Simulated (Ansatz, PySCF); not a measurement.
Breaking a bond: Mg₂, singlet.

UKS-B3LYP = Ansatz (a quantum-chemistry and plane-wave program) with unrestricted B3LYP/aug-cc-pVDZ; UKS-B3LYP/6-31G* = PySCF 2.14.0 with unrestricted B3LYP/6-31G*, spherical d; RKS-PBE = restricted PBE/aug-cc-pVDZ run with Ansatz; FCI = Ansatz with full CI/aug-cc-pVDZ, frozen core.

Energies are in kJ/mol, each relative to the lowest point of its own curve near equilibrium.

```json
[
 {"R / Å": "2.74", "UKS-B3LYP": "41.1", "UKS-B3LYP/6-31G*": "40.9", "RKS-PBE": "33.1", "FCI": "44.6"},
 {"R / Å": "2.90", "UKS-B3LYP": "24.1", "UKS-B3LYP/6-31G*": "23.8", "RKS-PBE": "17.0", "FCI": "26.7"},
 {"R / Å": "3.06", "UKS-B3LYP": "13.4", "UKS-B3LYP/6-31G*": "13.1", "RKS-PBE": "7.6", "FCI": "15.6"},
 {"R / Å": "3.29", "UKS-B3LYP": "5.1", "UKS-B3LYP/6-31G*": "4.9", "RKS-PBE": "1.3", "FCI": "6.8"},
 {"R / Å": "3.38", "UKS-B3LYP": "3.2", "UKS-B3LYP/6-31G*": "3.1", "RKS-PBE": "0.4", "FCI": "4.8"},
 {"R / Å": "3.50", "UKS-B3LYP": "1.6", "UKS-B3LYP/6-31G*": "1.5", "RKS-PBE": "0.0", "FCI": "3.0"},
 {"R / Å": "3.60", "UKS-B3LYP": "0.8", "UKS-B3LYP/6-31G*": "0.7", "RKS-PBE": "0.2", "FCI": "1.9"},
 {"R / Å": "3.70", "UKS-B3LYP": "0.3", "UKS-B3LYP/6-31G*": "0.3", "RKS-PBE": "0.7", "FCI": "1.2"},
 {"R / Å": "3.80", "UKS-B3LYP": "0.1", "UKS-B3LYP/6-31G*": "0.0", "RKS-PBE": "1.4", "FCI": "0.7"},
 {"R / Å": "3.99", "UKS-B3LYP": "0.0", "UKS-B3LYP/6-31G*": "0.0", "RKS-PBE": "3.1", "FCI": "0.2"},
 {"R / Å": "4.16", "UKS-B3LYP": "0.2", "UKS-B3LYP/6-31G*": "0.2", "RKS-PBE": "4.7", "FCI": "0.0"},
 {"R / Å": "4.48", "UKS-B3LYP": "0.7", "UKS-B3LYP/6-31G*": "0.7", "RKS-PBE": "7.5", "FCI": "0.1"},
 {"R / Å": "4.91", "UKS-B3LYP": "1.2", "UKS-B3LYP/6-31G*": "1.2", "RKS-PBE": "10.1", "FCI": "0.5"},
 {"R / Å": "5.33", "UKS-B3LYP": "1.5", "UKS-B3LYP/6-31G*": "1.5", "RKS-PBE": "11.7", "FCI": "1.1"},
 {"R / Å": "5.97", "UKS-B3LYP": "1.7", "UKS-B3LYP/6-31G*": "1.6", "RKS-PBE": "12.9", "FCI": "1.9"},
 {"R / Å": "6.38", "UKS-B3LYP": "1.7", "UKS-B3LYP/6-31G*": "1.6", "RKS-PBE": "13.3", "FCI": "2.2"},
 {"R / Å": "7.20", "UKS-B3LYP": "1.6", "UKS-B3LYP/6-31G*": "1.6", "RKS-PBE": "13.7", "FCI": "2.7"},
 {"R / Å": "7.90", "UKS-B3LYP": "1.5", "UKS-B3LYP/6-31G*": "1.6", "RKS-PBE": "13.8", "FCI": "2.8"},
 {"R / Å": "8.72", "UKS-B3LYP": "1.5", "UKS-B3LYP/6-31G*": "1.5", "RKS-PBE": "13.9", "FCI": "2.9"},
 {"R / Å": "9.72", "UKS-B3LYP": "1.5", "UKS-B3LYP/6-31G*": "1.5", "RKS-PBE": "13.9", "FCI": "3.0"},
 {"R / Å": "10.88", "UKS-B3LYP": "1.5", "UKS-B3LYP/6-31G*": "1.5", "RKS-PBE": "14.0", "FCI": "3.0"}
]
```
